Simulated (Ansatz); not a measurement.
Start from `CBNC` and change one atom or group to get `CBN[SiH3]`.

Ansatz, PBE0-D4/def2-TZVP geometries, multiplicity 1. Each molecule was computed in one conformer, which needn't be the lowest.

```
                                                                                  property  `CBNC`
                                            size of the dipole moment (PBE/def2-TZVPP) / D    1.68
                                          size of the dipole moment (B3LYP/def2-TZVPP) / D    1.61
                                                       LUMO energy (B3LYP/def2-TZVPP) / eV    0.55
ideal-gas entropy at 298 K and 1 bar (rigid rotor, harmonic PBE0-D4/def2-TZVP) / J/(mol·K)     307
                                                     HOMO–LUMO gap (B3LYP/def2-TZVPP) / eV    7.91
                                                     HOMO energy (ωB97M-V/def2-TZVPP) / eV   -9.92
```

Question: What does the change do to each property? (Best estimate.)

Answer: Computed: 
| property | `CBN[SiH3]` | shift |
| --- | --- | --- |
| size of the dipole moment (PBE/def2-TZVPP) / D | 0.75 | -0.93 |
| size of the dipole moment (B3LYP/def2-TZVPP) / D | 0.73 | -0.88 |
| LUMO energy (B3LYP/def2-TZVPP) / eV | -0.07 | -0.62 |
| ideal-gas entropy at 298 K and 1 bar (rigid rotor, harmonic PBE0-D4/def2-TZVP) / J/(mol·K) | 331 | 24 |
| HOMO–LUMO gap (B3LYP/def2-TZVPP) / eV | 7.96 | 0.05 |
| HOMO energy (ωB97M-V/def2-TZVPP) / eV | -10.56 | -0.64 |

Dipoles are sizes alone; their direction can turn.

B3LYP here is the variant with VWN-RPA as its local correlation; programs differ in this.
